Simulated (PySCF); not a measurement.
Isomers of C7H13BO2. The calculation used PySCF 2.14.0, PBE0-D3(BJ)/def2-SVP geometry optimisation, gas phase. Energies are electronic, without zero-point or thermal terms, for one conformer each. No frequencies were run at this level. Point groups hold within 0.08 Å.

Question: Order them by energy at this level, lowest first, and give relative energies in kcal/mol.
A. `[OH:1][B:2]([OH:3])[C@@H:4]1[CH2:5][CH2:6][C@H:7]2[CH2:8][C@@H:9]1[CH2:10]2` with H–O1–B2–O3 177°, O1–B2–O3–H 0°, O1–B2–C4–C5 150°
B. `[CH3:1][CH2:2][CH2:3][CH2:4][B@H-:5]1[O:6][CH:7]=[CH:8][CH:9]=[O+:10]1` with C1–C2–C3–C4 180°, C2–C3–C4–B5 180°, C3–C4–B5–O6 -58°, C4–B5–O6–C7 101°, B5–O6–C7–C8 8°, C7–C8–C9–O10 -5°, C4–B5–O10–C9 -101°
C. `[OH:1][B:2]([OH:3])[C@H:4]1[C@@H:5]2[CH2:6][CH2:7][CH2:8][CH2:9][C@H:10]12` with H–O1–B2–O3 0°, O1–B2–O3–H 180°, O1–B2–C4–C5 -35°, B2–C4–C5–C6 -142°, C4–C5–C6–C7 -85°, C5–C6–C7–C8 45°, C6–C7–C8–C9 -64°
D. `[CH2:1]=[CH:2][C@@H:3]1[CH2:4][CH2:5][C@@H:6]([B:7]([OH:8])[OH:9])[CH2:10]1` with C1–C2–C3–C4 -124°, C5–C6–B7–O8 -24°, C6–B7–O8–H -179°, C6–B7–O9–H -1°, C2–C3–C4–C5 -81°, C3–C4–C5–C6 -24°, C4–C5–C6–B7 -128°, C5–C6–C10–C3 25°
E. `[CH2:1]=[CH:2][C@@H:3]1[CH2:4][CH2:5][C@H:6]([B:7]([OH:8])[OH:9])[CH2:10]1` with C1–C2–C3–C4 -119°, C5–C6–B7–O8 150°, C6–B7–O8–H 177°, C6–B7–O9–H -177°, C2–C3–C4–C5 -149°, C3–C4–C5–C6 -2°, C4–C5–C6–B7 149°, C5–C6–C10–C3 -42°
F. `[CH2:1]=[C:2]([CH3:3])[CH2:4][B:5]([OH:6])[O:7][CH:8]1[CH2:9][CH2:10]1` with C1–C2–C4–B5 -111°, C2–C4–B5–O6 -97°, C4–B5–O6–H 177°, C4–B5–O7–C8 -1°, B5–O7–C8–C9 85°
G. `[CH3:1][C@@H:2]1[CH2:3][C:4]2([CH2:5][CH2:6]2)[C@H:7]1[B:8]([OH:9])[OH:10]` with C4–C7–B8–O9 -67°, C7–B8–O9–H -3°, C7–B8–O10–H -178°
H. `[CH3:1][C@@H:2]1[CH2:3][C:4]2([CH2:5][CH2:6]2)[C@@H:7]1[B:8]([OH:9])[OH:10]` with C4–C7–B8–O9 15°, C7–B8–O9–H 179°, C7–B8–O10–H 1°

Answer: C (0.0), A (6.3), D (10.1), E (12.3), G (25.0), H (25.9), F (35.3), B (48.1).

As drawn, the lowest has a three-membered ring and an O–H bond, which the highest lacks. Neighbours under 2.5 kcal/mol apart (C=C[C@@H]1CC[C@@H](B(O)O)C1 and C=C[C@@H]1CC[C@H](B(O)O)C1; C[C@@H]1CC2(CC2)[C@H]1B(O)O and C[C@@H]1CC2(CC2)[C@@H]1B(O)O) can change places with a better method, another conformer or zero-point energy. C=C[C@@H]1CC[C@@H](B(O)O)C1 and C=C[C@@H]1CC[C@H](B(O)O)C1 are stereoisomers, 2.2 kcal/mol apart in the conformers taken. C[C@@H]1CC2(CC2)[C@H]1B(O)O and C[C@@H]1CC2(CC2)[C@@H]1B(O)O are stereoisomers, 0.9 kcal/mol apart in the conformers taken.

```tsv
SMILES	E (Eh)	E rel (kcal/mol)	dipole (D)	point group	A, B, C (MHz)
OB(O)[C@H]1[C@@H]2CCCC[C@@H]21	-449.15162	0.0	1.24	C1	2750, 747.2, 718.3
OB(O)[C@@H]1CC[C@H]2C[C@@H]1C2	-449.14159	6.3	1.17	C1	2308, 1089, 911.1
C=C[C@@H]1CC[C@@H](B(O)O)C1	-449.13554	10.1	1.19	C1	2852, 701.9, 623.3
C=C[C@@H]1CC[C@H](B(O)O)C1	-449.13209	12.3	3.09	C1	2847, 647.3, 592.1
C[C@@H]1CC2(CC2)[C@H]1B(O)O	-449.11180	25.0	1.07	C1	1437, 1331, 806.0
C[C@@H]1CC2(CC2)[C@@H]1B(O)O	-449.11029	25.9	1.59	C1	1722, 1212, 859.9
C=C(C)CB(O)OC1CC1	-449.09534	35.3	1.07	C1	1867, 905.7, 692.6
CCCC[B@H-]1OC=CC=[O+]1	-449.07501	48.1	4.02	Cs	2188, 745.0, 709.8
```

Q: As an exercise, what shares would exp(−E/RT) give at 2000 K from these electronic energies alone (no entropy, no degeneracies)?

A: RT = 3.974 kcal/mol: OB(O)[C@H]1[C@@H]2CCCC[C@@H]21 75.0 %, OB(O)[C@@H]1CC[C@H]2C[C@@H]1C2 15.4 %, C=C[C@@H]1CC[C@@H](B(O)O)C1 5.9 %, C=C[C@@H]1CC[C@H](B(O)O)C1 3.4 %, C[C@@H]1CC2(CC2)[C@H]1B(O)O 0.1 %, C[C@@H]1CC2(CC2)[C@@H]1B(O)O 0.1 %, C=C(C)CB(O)OC1CC1 under 0.1 %, CCCC[B@H-]1OC=CC=[O+]1 under 0.1 %.
